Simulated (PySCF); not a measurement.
# How the method changes the shape and vibrations of BH3NSi anion

Calculated results; nothing here was measured. The program is PySCF 2.14.0, an open-source quantum chemistry code, run on an isolated molecule that a program drew, which may never have been made. The molecule is BH3NSi anion (charge -1, singlet), drawn as the SMILES string `N=B[SiH2-]`.

The geometry was optimised and harmonic frequencies were computed with HF and MP2, all in the aug-cc-pV(D+d)Z basis, for the commonest isotopes, with a restricted reference for singlets and an unrestricted one otherwise, and a frozen core in MP2. Each result is a local minimum of its method.

Geometry at the HF minimum:
```xyz
6
BH3NSi anion, angstrom
N    -1.4957    2.3025   -1.8096
B    -0.6792    1.9454   -0.9293
Si    0.7536    1.5295    0.4749
H    -2.1795    2.5071   -2.4829
H     1.0465    0.1040    0.0009
H    -0.2151    1.1698    1.6040
```

Lengths of the bonds as drawn, in Å (atoms numbered as above):
```
bond,HF,MP2
N1-B2,1.253,1.289
B2-Si3,2.049,2.025
N1-H4,0.981,1.002
Si3-H5,1.531,1.532
Si3-H6,1.531,1.532
```

Rotational constants, in GHz:
| constant | HF | MP2 |
|---|---|---|
| A | 112 | 108 |
| B | 4.052 | 4.058 |
| C | 4.025 | 4.038 |

Harmonic frequencies in cm^-1, each column in rising order, so a row needn't be the same motion in every method:
| rank | HF | MP2 |
|---|---|---|
| 1 | 205 | 213 |
| 2 | 286 | 260 |
| 3 | 311 | 287 |
| 4 | 357 | 335 |
| 5 | 469 | 481 |
| 6 | 710 | 622 |
| 7 | 746 | 695 |
| 8 | 1011 | 950 |
| 9 | 1899 | ? |
| 10 | 2004 | 2000 |
| 11 | 2027 | 2008 |
| 12 | 4112 | 3829 |

**Estimate the missing MP2 frequency from the HF column.**

A single factor s that minimises the squared misfit of MP2 against s times HF over the other rows is sum(HF x MP2) / sum(HF^2) = 0.9499, with an rms misfit of 49 cm^-1. For rank 9 it gives 0.9499 x 1899 = 1804 cm^-1. The calculation gives 1718 cm^-1, 86 cm^-1 below the estimate. The drawn bonds are on average 0.8 % longer in MP2 than in HF.
